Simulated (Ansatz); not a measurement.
Cartesian coordinates (Å):
SMILES: C=C=CCF
```xyz
10

C      2.0846     0.1455     0.2769
C      0.8434     0.2541    -0.0884
C     -0.4060     0.3625    -0.4370
C     -1.5154    -0.3062     0.3026
F     -2.2038    -1.1657    -0.5400
H      2.7183    -0.6397    -0.1224
H      2.5248     0.8375     0.9873
H     -0.6762     0.9692    -1.2979
H     -1.1300    -0.8859     1.1437
H     -2.2397     0.4287     0.6683
```
Charge 0, multiplicity 1.

Computed with Ansatz (a first-principles code) with frozen-core CCSD(T)/def2-TZVPP // PBE0-D3(BJ)/def2-TZVP.

| Property | Result |
|---|---|
| HF energy | -253.85433 Ha |
| MP2 correlation energy | -0.88459 Ha |

Q: Estimate the CCSD correlation energy, the (T) correction, the total energy and the T1 diagnostic.

A: 
The CCSD correlation energy is -0.91719 Ha, the (T) correction is -0.03854 Ha and the CCSD(T) total energy is -254.81006 Ha. The T1 diagnostic is 0.012.
